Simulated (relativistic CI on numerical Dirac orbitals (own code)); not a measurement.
**One change at a time: Te⁷⁺**

Base calculation: Dirac-Coulomb-Breit CI, orbitals from a KLI potential per configuration, a model potential for QED, unscaled Slater integrals.

Configuration list (outside the closed core [Ar] 3d10): 4s²4p⁶4d⁹, 4s²4p⁶4d⁸5s, 4s²4p⁶4d⁸4f, 4s²4p⁵4d¹⁰, 4s²4p⁶4d⁸5p, 4s4p⁶4d¹⁰, 4s²4p⁶4d⁷5s5p, 4s²4p⁶4d⁸5d, 4s²4p⁶4d⁷4f5s, 4s²4p⁵4d⁹4f, 4s²4p⁶4d⁸6s, 4s²4p⁶4d⁸6p, 4s²4p⁶4d⁸5f, 4s²4p⁶4d⁸6d, 4s²4p⁶4d⁸5g, 4s²4p⁶4d⁸7s, 4s²4p⁶4d⁸7p, 4s²4p⁶4d⁸6f, 4s²4p⁵4d⁹5s, 4s4p⁶4d⁹4f, 4s²4p⁵4d⁹5p, 4s²4p⁵4d⁹5d, 4s²4p⁵4d⁹6s, 4s²4p⁶4d⁷5s², 4s²4p⁶4d⁶4f5s², 4s²4p⁶4d⁶5s²5p, 4s²4p⁶4d⁶5s²5d, 4s4p⁶4d⁸5s², 4s4p⁶4d⁷4f5s², 4s4p⁶4d⁷5s²5p, 4s4p⁶4d⁷5s²5d. Double excitations out of closed p, d and f shells are left out; levels of such configurations are missing from the list, as are those of other unlisted configurations, and high levels can miss mixing partners.

Variants: (1) configuration mixing switched off; (2) Breit term removed. Shifts of the energy above 4s²4p⁶4d⁹ ²D5/2, in cm⁻¹, for the lowest level and the first level of each name with at least 55 % of one term (blank where a level changes its place among those of its configuration and J or its character, or is not in the variant):

| Level | Base | Δ(1) | Δ(2) |
| --- | --- | --- | --- |
| 4s²4p⁶4d⁹ ²D5/2 | 0 | 0 | 0 |
| 4s²4p⁶4d⁹ ²D3/2 | 12293 | -195 | +386 |
| 4s²4p⁶4d⁸5s ⁴F9/2 | 353903 | -5470 | -326 |
| 4s²4p⁶4d⁸5s ⁴F7/2 | 359398 | -5505 | -240 |
| 4s²4p⁶4d⁸5s ⁴F5/2 | 365916 | -5458 | -36 |
| 4s²4p⁶4d⁸5s ⁴F3/2 | 367915 | -5442 | -101 |
| 4s²4p⁶4d⁸5s ²F7/2 | 370509 | -5755 | -71 |
| 4s²4p⁶4d⁸5s ⁴P1/2 | 385117 | -4771 | -128 |
| 4s²4p⁶4d⁸5s ²D5/2 | 393373 | -5452 | +319 |
| 4s²4p⁶4d⁸5s ²G9/2 | 395166 | -5368 | +14 |
| 4s²4p⁶4d⁸5s ²G7/2 | 395375 | -5307 | +16 |
| 4s²4p⁶4d⁸5s ²P1/2 | 397071 | -5596 | -84 |
| 4s²4p⁶4d⁸5s ²P3/2 | 397515 | -5584 | +140 |
| 4s²4p⁶4d⁸5s ²S1/2 | 441138 | -4865 | +41 |

At this charge configurations can still be misplaced by up to about 7 % of their energy. Levels and lines within the n = 5 or 6 shells can be off by up to 10 % or somewhat more, and those that change n by about 2 %, since core polarisation is missing.

Ionisation energy from the two ground configurations alone: base 143.575 eV. The NIST ASD value (theoretical) is 143 eV.

LS names give the leading component of a level, which can be under half, so a name can repeat, a term be missing and a line seem to break the LS rules.
